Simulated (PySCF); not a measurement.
Ga(OH)2(PH2) (GaH4O2P), SMILES [OH][Ga]([OH])[PH2].

Geometry optimised at PBE-D3(BJ)/def2-SVP. The structure was generated by enumeration; whether it is a known compound was not checked. Other conformers were not sampled.

Calculation: PBE-D3(BJ)/def2-SVP run with PySCF.

Frequencies are harmonic and unscaled.

| mode | ν (cm⁻¹) | IR (km/mol) | moving atoms (share of kinetic energy) |
|---|---|---|---|
| 1 | 76 | 4.6 | H 92 % |
| 2 | 107 | 0.0 | O 46 %, P 25 %, Ga 20 %, H 9 % |
| 3 | 144 | 2.9 | Ga 43 %, O 39 %, H 10 % |
| 4 | 177 | 32.9 | O 70 %, H 14 %, Ga 9 % |
| 5 | 219 | 0.2 | H 96 % |
| 6 | 325 | 211.7 | H 86 %, O 13 % |
| 7 | 344 | 7.9 | P 63 %, Ga 25 % |
| 8 | 591 | 4.6 | H 87 %, P 9 % |
| 9 | 641 | 36.4 | H 92 % |
| 10 | 644 | 63.3 | O 85 %, Ga 12 % |
| 11 | 683 | 78.7 | O 68 %, Ga 26 % |
| 12 | 737 | 131.9 | H 93 % |
| 13 | 809 | 4.2 | H 89 %, O 8 % |
| 14 | 1048 | 15.4 | H 97 % |
| 15 | 2317 | 24.2 | H 97 % |
| 16 | 2336 | 35.4 | H 97 % |
| 17 | 3731 | 11.9 | H 94 % |
| 18 | 3733 | 61.9 | H 94 % |
